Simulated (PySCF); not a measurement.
A GIAO shielding run with PySCF 2.14 (density fitting, non-relativistic, gas phase) on `C1=[N+](C)C=CN=C1C`, [C₆H₉N₂]+:

```
{"job": {"kind": "nmr", "xc": "PBE0", "basis": "pcSseg-1"}, "charge": 1, "multiplicity": 1}
C      2.662257    -0.306113    -0.243781
C      1.275683     0.189600    -0.111600
C      0.181213    -0.681621    -0.018011
N     -1.056412    -0.196899     0.087997
C     -2.178502    -1.098304     0.208415
C     -1.250993     1.125998     0.108856
C     -0.147098     1.966117     0.011626
N      1.078379     1.502844    -0.094959
H      3.356318     0.449695     0.113552
H      2.808832    -1.241263     0.289376
H      2.886429    -0.480923    -1.297197
H      0.310088    -1.754145    -0.028379
H     -3.085393    -0.629393    -0.168848
H     -1.991127    -2.016019    -0.346509
H     -2.336036    -1.357628     1.258008
H     -2.259113     1.499214     0.200792
H     -0.261522     3.040870     0.020751
```

Hardware: 1 thread of an Arm Neoverse V1, shared host. The job also computes population analyses, field gradients, ring-centre shieldings.

Q: How large is the calculation?

A: 58 electrons, 181 basis functions and 924 auxiliary functions.

Q: How long does it take?

A: 28 s of wall time, with 14 SCF cycles and 5 response iterations. Times on a shared host scatter by some tens of per cent.
